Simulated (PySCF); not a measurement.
# Shieldings and the share of exact exchange

Molecule: SMILES [SiH2](C(F)F)P, CH₅F₂PSi.

Atoms are numbered as in `[F:1][CH:2]([F:3])[SiH2:4][PH2:5]`; H(Xn) means a hydrogen on atom n.

GIAO shieldings (ppm, equivalent atoms averaged) in PySCF on the PBE0-D3(BJ)/def2-SVP geometry, basis pcSseg-2, gas phase, non-relativistic:

```csv
functional,exact exchange (%),σ(F1/F3),σ(C2),σ(Si4)
BLYP,0,300.5,42.8,358.0
BP86,0,302.8,48.4,371.0
PBE,0,300.6,48.1,373.3
B3LYP,20,318.2,51.5,370.0
mPW1PW91,25,323.6,58.0,385.2
BHandHLYP,50,339.5,63.2,388.0
HF,100,367.8,81.9,422.1
```

Q: Fit each shielding as a line in the percentage of exact exchange.

A: σ(F1/F3) = 303.1 + 0.67 x (rms 2.5 ppm); σ(C2) = 46.4 + 0.35 x (rms 2.1 ppm); σ(Si4) = 366.2 + 0.53 x (rms 6.0 ppm). The functionals also differ in their semilocal parts, which the line can't hold; Hartree–Fock has no correlation at all.

Q: What does the line predict for PBE0 (25 %), and what does the run give?

A: σ(F1/F3): 319.9 predicted, 322.6 computed; σ(C2): 55.1 predicted, 58.6 computed; σ(Si4): 379.4 predicted, 387.3 computed ppm.
